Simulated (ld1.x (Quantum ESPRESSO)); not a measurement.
## Pb: one change to an ultrasoft potential, before and after

Pb (Z = 82), ultrasoft, made with ld1.x (Quantum ESPRESSO) 7.5 (PBE, non-relativistic). Core [Xe] 4f14 5d10, reference 6s2 6p0 (charge +2). Waves: 6s (bound): rcut 1.80, rcutus 2.40 bohr; 6s channel at 1.35 Ry: rcut 1.80, rcutus 2.40 bohr; 6p (bound, empty): rcut 2.65, rcutus 2.85 bohr; 6p channel at -0.5 Ry: rcut 2.65, rcutus 2.85 bohr. Local part: all-electron potential smoothed inside 2.40 bohr (lloc = -1). Core correction: a·sin(br)/r model core inside 2.25 bohr. Augmentation charge: built from norm-conserving waves at rcut, not smoothed further.

Change: waves 6s (bound): rcut 1.50, rcutus 1.58 bohr; 6s channel at 1.35 Ry: rcut 1.50, rcutus 1.58 bohr.

Cutoffs: the cutoffs (Ry, on a coarse ladder) from which the occupation-weighted sum of valence levels, in a spherical-Bessel basis at the reference potential, stays within 10 and 1 mRy of its value at 400 Ry; they do not see the model core or the augmentation charge, which bear on the density cutoff. Errors are all-electron minus pseudo energies relative to the spin-unpolarised reference configuration.

**Question.** What does the change do?

**Answer.** The bound ghosts move from d to d, p; the miss of the reference levels goes from 0.00 to 15.07 eV; the number of tests that count goes from 7 to 0 (the test run of the changed file stopped, so its transferability is not established).

| quantity | base | changed |
| --- | --- | --- |
| cutoffs, loose and tight | 6 Ry, 8 Ry | not determined |
| bound ghosts | d | p, d (s not tested, overlap not positive) |
| largest miss of a reference level, eV | 0.00 | 15.07 |
| tests counted (converged, no solver errors) | 7 of 7 | 0 of 7 (the test run stopped) |
| s: phases at 3.12 bohr within 0.05 rad from the reference energy up to (Ry; the scan ends near 5) | to the end of the scan | n/a |
| p: phases at 3.12 bohr within 0.05 rad from the reference energy up to (Ry; the scan ends near 5) | 2.0 | n/a |
| lowest overlap eigenvalue by channel | s 0.54, p 0.48 | s -0.07, p 0.48 |

Changed file: the overlap operator is not positive definite in a basis up to 400 Ry (lowest eigenvalue s -0.07), so the file is unfit for use: the generalised eigenproblem breaks down once the basis is large enough, and its test numbers describe a broken file. Tests not counted: 6s2 6p2 (solver errors, printed error -4.5 eV). A true bound ghost makes a file unfit for plane-wave use even where its test errors are small: the radial tests pick states by their node count and pass the ghost by. Where a test does run into it, the solver fails or the error is huge.
